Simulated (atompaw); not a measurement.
# What the settings do to the PAW (atompaw) potential of osmium

Base potential:

```
Element                 : osmium (Os)
Generator               : atompaw 4.2.0.5
Type                    : PAW
Functional              : PBEsol
Relativity              : scalar-relativistic
Frozen core             : [Kr] 4d10 4f14
Valence charge          : 16
Reference configuration : 5s2 5p6 5d6 6s2 6p0
Partial waves           : 5s (bound): rc 1.90 bohr; 6s (bound): rc 1.45 bohr; 5p (bound): rc 1.90 bohr; 6p (bound, empty): rc 2.40 bohr; 5d (bound): rc 2.40 bohr; 5d channel at -0.1 Ry: rc 2.40 bohr
Local potential         : troulliermartins scheme with l = 3 at 1 Ry, radius 2.20 bohr
Core correction         : smooth core density matched at 2.25 bohr
Augmentation charge     : sinc compensation charge, radius 2.10 bohr; PAW radius 2.40 bohr; waves and projectors: custom polynom2 7 10 vanderbiltortho
```

All-electron outer shells of the reference configuration (PBEsol, scalar-relativistic, ld1.x):

```json
{"shell": "4d", "level (eV)": "-272.70", "outermost node (bohr)": "0.21", "outermost maximum (bohr)": "0.44"}
{"shell": "5s", "level (eV)": "-91.60", "outermost node (bohr)": "0.51", "outermost maximum (bohr)": "0.91"}
{"shell": "4f", "level (eV)": "-52.02", "outermost node (bohr)": "–", "outermost maximum (bohr)": "0.40"}
{"shell": "5p", "level (eV)": "-50.86", "outermost node (bohr)": "0.55", "outermost maximum (bohr)": "1.03"}
{"shell": "5d", "level (eV)": "-6.29", "outermost node (bohr)": "0.60", "outermost maximum (bohr)": "1.36"}
{"shell": "6s", "level (eV)": "-6.19", "outermost node (bohr)": "1.20", "outermost maximum (bohr)": "2.48"}
{"shell": "6p", "level (eV)": "-1.23", "outermost node (bohr)": "1.44", "outermost maximum (bohr)": "3.51"}
```

Cutoffs, loose and tight: the cutoffs (Ry, on a coarse ladder) from which the occupation-weighted sum of valence levels, in a spherical-Bessel basis at the reference potential, stays within 10 and 1 mRy of its value at 400 Ry. They see the waves, projectors and local potential, not the compensation charge or the core. A dash means not determined.

| change | outcome | cutoff, loose | cutoff, tight | bound ghosts |
| --- | --- | --- | --- | --- |
| base | generated | 30 Ry | 60 Ry | none |
| all radii scaled by about 0.85 (s 1.62, p 1.62, d 2.06 bohr); local potential troulliermartins scheme with l = 3 at 1 Ry, radius 1.88 bohr; augmentation sinc compensation charge, radius 1.80 bohr; PAW radius 2.06 bohr; waves and projectors: custom polynom2 7 10 vanderbiltortho; core correction smooth core density matched at 1.92 bohr | generated | 25 Ry | 120 Ry | none |
| all radii scaled by about 0.95 (s 1.80, p 1.80, d 2.28 bohr); local potential troulliermartins scheme with l = 3 at 1 Ry, radius 2.08 bohr; augmentation sinc compensation charge, radius 1.98 bohr; PAW radius 2.28 bohr; waves and projectors: custom polynom2 7 10 vanderbiltortho; core correction smooth core density matched at 2.14 bohr | generated | 25 Ry | 80 Ry | none |
| all radii scaled by about 1.12 (s 2.12, p 2.12, d 2.68 bohr); local potential troulliermartins scheme with l = 3 at 1 Ry, radius 2.46 bohr; augmentation sinc compensation charge, radius 2.36 bohr; PAW radius 2.68 bohr; waves and projectors: custom polynom2 7 10 vanderbiltortho; core correction smooth core density matched at 2.52 bohr | generated | 30 Ry | 70 Ry | none |
| all radii scaled by about 1.19 (s 2.26, p 2.26, d 2.84 bohr); local potential troulliermartins scheme with l = 3 at 1 Ry, radius 2.60 bohr; augmentation sinc compensation charge, radius 2.48 bohr; PAW radius 2.84 bohr; waves and projectors: custom polynom2 7 10 vanderbiltortho; core correction smooth core density matched at 2.66 bohr | generated | 25 Ry | 55 Ry | none |
| all radii scaled by about 1.28 (s 2.44, p 2.44, d 3.08 bohr); local potential troulliermartins scheme with l = 3 at 1 Ry, radius 2.82 bohr; augmentation sinc compensation charge, radius 2.70 bohr; PAW radius 3.08 bohr; waves and projectors: custom polynom2 7 10 vanderbiltortho; core correction smooth core density matched at 2.90 bohr | generated | 30 Ry | 60 Ry | none |

(1) What comes out with this change to the base: all radii scaled by about 0.78 (s 1.48, p 1.48, d 1.86 bohr); local potential troulliermartins scheme with l = 3 at 1 Ry, radius 1.72 bohr; augmentation sinc compensation charge, radius 1.64 bohr; PAW radius 1.86 bohr; waves and projectors: custom polynom2 7 10 vanderbiltortho; core correction smooth core density matched at 1.74 bohr?

Answers

(1) outcome: generated; cutoff, loose: 35 Ry; cutoff, tight: 200 Ry; bound ghosts: none.

Reading the sweep of the scale of all radii (base = 1) (base included, trends over the rows without a ghost): The loose cutoff is not monotonic: lowest 25 Ry at 0.85, highest 35 Ry at 0.78.
